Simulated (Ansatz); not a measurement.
## Ligand exchange: SeH(CH3) + SiH3(SbH2) → SiH3(SeH) + SbH2(CH3)

Species: SeH(CH3), singlet; SiH3(SbH2), singlet; SiH3(SeH), singlet; SbH2(CH3), singlet. The partners trade CH3 for SiH3: Se–CH3 and Sb–SiH3 bonds give way to Se–SiH3 and Sb–CH3.

Shapes, held fixed at every level: PBE0-D4/def2-TZVP. Programs: Ansatz 0.2.0. The zero-point and thermal change to 298 K, harmonic and unscaled (PBE0-D4/def2-TZVP), is -0.9 kJ/mol.

| level | kind | ΔH(298 K) (kJ/mol) | less CCSD(T)/def2-TZVPP |
| --- | --- | --- | --- |
| HF/def2-SVP | Hartree–Fock | -44.3 | +4.1 |
| HF/def2-TZVPP | Hartree–Fock | -51.3 | -2.9 |
| PBE-D4/def2-TZVPP | GGA | -40.9 | +7.5 |
| wB97M-V/def2-TZVPP | range-separated hybrid | -49.0 | -0.6 |
| CCSD(T)/def2-SVP | coupled cluster or CI | -41.8 | +6.6 |
| CCSD/def2-SVP | coupled cluster or CI | -42.3 | +6.1 |
| CCSD(T)/def2-TZVPP | coupled cluster or CI | -48.4 | 0.0 |

The highest level, CCSD(T)/def2-TZVPP, gives ΔH(298 K) = -48.4 kJ/mol; the levels span -51.3 to -40.9. The column of differences is taken from that level and isn't an error. No measured value is set beside it here. For atoms past krypton def2 sets carry core potentials with scalar relativity. Relativity is left out for Se unless named. Correlated rows may include outer-core shells of Sb, Se, which these sets cover unevenly.
